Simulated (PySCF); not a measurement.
This PySCF input asks for the NMR shieldings of SMILES O=[P@]([O-])(O)c1cccc(F)c1, [C6H5FO3P]-; the geometry comes from GFN2-xTB.

```python
import basis_set_exchange as bse
import numpy as np
from pyscf import gto, dft
from pyscf.prop import nmr

atoms = """
O     1.916987   -2.358740    0.714459
P     2.009950   -0.914322    0.367761
O     3.031583   -0.437118   -0.603563
O     2.174380   -0.030642    1.787979
C     0.348946   -0.235093   -0.033756
C    -0.785839   -0.911982    0.373775
C    -2.043177   -0.413853    0.082144
C    -2.172088    0.770860   -0.625228
C    -1.023467    1.426114   -1.029688
F    -1.162476    2.592286   -1.730197
C     0.237333    0.942792   -0.749118
H     3.057686   -0.284929    2.050473
H    -0.654122   -1.833439    0.919892
H    -2.932378   -0.941247    0.402919
H    -3.140788    1.184216   -0.866499
H     1.129872    1.454042   -1.072763
"""
names = dict.fromkeys(["O", "P", "C", "F", "H"], "pcSseg-1")
basis = {el: gto.basis.parse(bse.get_basis(n, elements=[el], fmt="nwchem")) for el, n in names.items()}
mol = gto.M(atom=atoms, basis=basis, charge=-1, verbose=0)
mf = dft.RKS(mol, xc="PBE0")
mf.grids.level = 2
mf.grids.alignment = dft.numint.BLKSIZE   # the property module wants whole blocks of grid points
mf.conv_tol = 1e-9
mf.kernel()

calc = nmr.RKS(mf)   # GIAO
C = mf.mo_coeff
Co = C[:, mf.mo_occ > 0]
resp = mf.gen_response(singlet=True, hermi=2)
def vind(x):   # induced exchange potential for any number of trial vectors
    d = np.einsum("pi,xij,qj->xpq", C, 2 * x.reshape(-1, C.shape[1], Co.shape[1]), Co, optimize=True)
    return np.einsum("xpq,pi,qj->xij", resp(d - d.transpose(0, 2, 1)), C, Co, optimize=True).ravel()
mo1, _ = nmr.rhf.solve_mo1(calc, with_cphf=vind)
sigma = calc.kernel(mo1)
for i, s in enumerate(sigma):   # ppm
    w = np.linalg.eigvalsh((s + s.T) / 2)
    print("%2d %-2s iso %8.1f  s11 %8.1f  s22 %8.1f  s33 %8.1f" % (i, mol.atom_pure_symbol(i), w.mean(), *w))
```

**Question.** What does it print?

**Answer.** 
```
 0 O  iso    179.7  s11    142.2  s22    175.0  s33    221.9
 1 P  iso    319.5  s11    195.4  s22    254.4  s33    508.7
 2 O  iso    178.8  s11    141.1  s22    173.5  s33    221.7
 3 O  iso    194.2  s11    156.4  s22    161.4  s33    264.7
 4 C  iso     28.9  s11    -56.9  s22    -26.8  s33    170.3
 5 C  iso     52.9  s11    -53.2  s22     34.2  s33    177.7
 6 C  iso     57.2  s11    -47.9  s22     48.5  s33    171.1
 7 C  iso     71.5  s11    -13.1  s22     62.3  s33    165.4
 8 C  iso     15.5  s11    -67.0  s22     36.3  s33     77.2
 9 F  iso    299.3  s11    227.9  s22    326.9  s33    343.0
10 C  iso     62.7  s11    -20.2  s22     42.0  s33    166.3
11 H  iso     31.3  s11     26.2  s22     26.5  s33     41.1
12 H  iso     23.6  s11     19.1  s22     22.6  s33     29.2
13 H  iso     24.6  s11     21.0  s22     25.6  s33     27.2
14 H  iso     25.0  s11     21.5  s22     25.8  s33     27.8
15 H  iso     23.8  s11     19.1  s22     22.7  s33     29.5
```

These numbers come from an equivalent density-fitted implementation of the same equations, which agrees with the script to about 0.01 ppm for H and up to a few tenths of a ppm for heavy atoms, so last digits may differ.

**Question.** Turn these shieldings into chemical shifts. δ = σ(ref) − σ, references computed at the same level: ¹⁷O (336.08 ppm) against H2O; ³¹P (318.38 ppm) against H3PO4; TMS for ¹³C (186.93 ppm), ¹H (31.72 ppm); ¹⁹F (170.95 ppm) vs CFCl3.

**Answer.** Averaging equivalent atoms: O 0/2: 156.8; O 3: 141.9; P 1: -1.1; C 8: 171.5; C 4: 158.0; C 5: 134.0; C 6: 129.7; C 10: 124.2; C 7: 115.4; F 9: -128.3; H 12: 8.07; H 15: 7.95; H 13: 7.10; H 14: 6.67; H 11: 0.43 ppm. Unscaled 19F shifts against computed CFCl3 carry errors that often reach 10 to 50 ppm. Experimental scales use liquid or dissolved standards, which lie at an offset from isolated H2O (liquid H2O: subtract about 36 ppm) and H3PO4.

Size and cost of the density-fitted run: 219 basis functions, about 2.6 core-minutes.
